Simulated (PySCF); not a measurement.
3-chloro-1,1-difluoropropa-1,2-diene (C3HClF2), SMILES FC(F)=C=CCl. Coordinates come from a B3LYP-D3(BJ)/def2-SVP optimisation.

Calculation: PySCF with B3LYP-D3(BJ)/def2-SVP.

Harmonic wavenumbers (cm⁻¹): 103, 114, 262, 391, 547, 605, 607, 743, 842, 862, 1229, 1294, 1478, 2109, 3174. Rotational constants (GHz): 8.103, 1.142, 1.077; symmetry number 1.

Q: Work out the zero-point energy and the ideal-gas rigid-rotor harmonic-oscillator thermochemistry at 298.15 K and 1 atm.

A: ZPE = ½ Σ hcν = ½ × 14361 cm⁻¹ = 85.90 kJ/mol. H − E(el) = 103.66 kJ/mol. Entropy in J/(mol K): translation 167.42, rotation 116.60, vibration 47.52, total 331.54. G − E(el) = 4.81 kJ/mol. Cp = 86.03 J/(mol K). Modes under 150 cm⁻¹ make the vibrational entropy uncertain.
